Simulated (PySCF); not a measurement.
**Assigning NMR signals**

Structure with atom numbers: `[CH3:1][C:2](=[O:3])/[CH:4]=[CH:5]/[C:6]#[N:7]`. Each H is labelled by its parent atom.

Theory: J: B3LYP/pcJ-1 (spin–dipole term only in couplings to heteroatoms), shielding tensors at PBE0/pcSseg-1 (GIAO), GFN2-xTB structure, in PySCF 2.14 (averaged over atoms made equivalent by symmetry, fast rotation or ring inversion, single conformer, isolated molecule, non-relativistic).

Scale: $^{13}$C and $^{1}$H against TMS (reference shieldings calculated alike).

(1) Assign these signals to the numbered atoms. $^{13}$C{$^{1}$H} NMR (computed): δ 198.6, 149.7, 122.6, 119.7, 34.1.

(2) Assign these signals to the numbered atoms. $^{1}$H NMR (500 MHz, computed): δ 6.92 (d, J = 17.3 Hz, 1H), 6.60 (d, J = 17.3 Hz, 1H), 2.39 (s, 3H).

## Answers

(1) 
```tsv
δ (ppm)	atoms	environment	reason
198.6	C2	ketone carbonyl carbon	low-lying n→π* states of the double bond to the heteroatom give a large paramagnetic term (-259 ppm)
149.7	C4	α carbon of a C=C–C=O unit	the olefinic region
122.6	C6	nitrile carbon	C≡N carbons fall here, among the sp2 signals but without a proton
119.7	C5	β carbon of a C=C–C=O unit	–
34.1	C1	methyl carbon α to a carbonyl	α to the electron-withdrawing carbonyl group
```

(2) 
| δ (ppm) | atoms | environment | reason |
| --- | --- | --- | --- |
| 6.92 | H(C4) | hydrogen on an α carbon of a C=C–C=O unit | a vinylic proton, deshielded by the sp2 carbon and the C=C anisotropy |
| 6.60 | H(C5) | hydrogen on a β carbon of a C=C–C=O unit | a vinylic proton, deshielded by the sp2 carbon and the C=C anisotropy |
| 2.39 | H(C1) | hydrogen on a methyl carbon α to a carbonyl | α to C=O |

Splittings below 1 Hz are ignored in the labels, and close J values are merged. Unscaled 3J(H,H) at this level run about 10 % above measured values. Shifts are as computed. Against solution values, carbons near 30 ppm lie about +3 ppm off and those near 130 ppm about +5 ppm. Of 1211 compounds with measured shifts, 218 miss one by over three times the rms of a fit or turn the order of signals round; such compounds aren't used in these exercises.
